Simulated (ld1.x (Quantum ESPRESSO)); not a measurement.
**I (Z = 53), TM semilocal: configuration errors across variants**

| Property | Result |
| --- | --- |
| Element | iodine |
| Generator | ld1.x (Quantum ESPRESSO) 7.5 |
| Type | norm-conserving Troullier–Martins (semilocal form) |
| Functional | PW91 |
| Relativity | scalar-relativistic |
| Frozen core | [Kr] |
| Valence charge | 17 |
| Reference configuration | 4d10 5s2 5p4 (charge +1) |
| Partial waves | 5s (bound): rc 1.65 bohr; 4d (bound): rc 1.50 bohr; 5p (bound): rc 2.10 bohr |
| Local potential | the p channel |
| Core correction | a·sin(br)/r model core inside 0.80 bohr |

All-electron excitation energies from the reference (eV): (1) 4d10 5s2 5p5 -11.185; (2) 4d10 5s2 5p3 19.915; (3) 4d10 5s2 5p2 49.332; (4) 4d10 5s2 5p5.3 -12.982; (5) 4d10 5s1 5p6 -0.745; (6) 4d9 5s2 5p5 47.117; (7) 4d10 5s2 5p1 88.867.

A semilocal file is local in each channel, so a ghost entry of none says nothing of the separable form that plane-wave codes build from it.

Errors AE − PS in meV (a dash: test not solved or not reliable):

| change | (1) | (2) | (3) | (4) | (5) | (6) | (7) | bound ghosts |
| --- | --- | --- | --- | --- | --- | --- | --- | --- |
| base | +5.7 | -1.6 | +4.0 | +7.4 | -2.1 | -363 | +16 | none |
| all radii but the core radius scaled by about 0.80 (s 1.32, p 1.70, d 1.20 bohr) | +6.7 | +0.7 | +15 | +9.1 | -8.4 | -112 | +43 | none |
| all radii but the core radius scaled by about 0.91 (s 1.50, p 1.92, d 1.38 bohr) | +5.7 | -1.3 | +5.5 | +7.5 | -3.4 | -344 | +21 | none |
| all radii but the core radius scaled by about 1.14 (s 1.88, p 2.40, d 1.72 bohr) | +6.6 | -1.1 | +2.1 | +9.0 | +1.2 | -231 | -1.5 | none |
| all radii but the core radius scaled by about 1.24 (s 2.04, p 2.60, d 1.86 bohr) | +7.8 | -0.7 | -0.6 | +11 | +2.3 | -94 | -23 | none |

Question: Give the same row for: all radii but the core radius scaled by about 1.39 (s 2.30, p 2.92, d 2.08 bohr).

Answer: +11, +0.3, -6.9, +16, +0.1, +185, -72; bound ghosts: none.
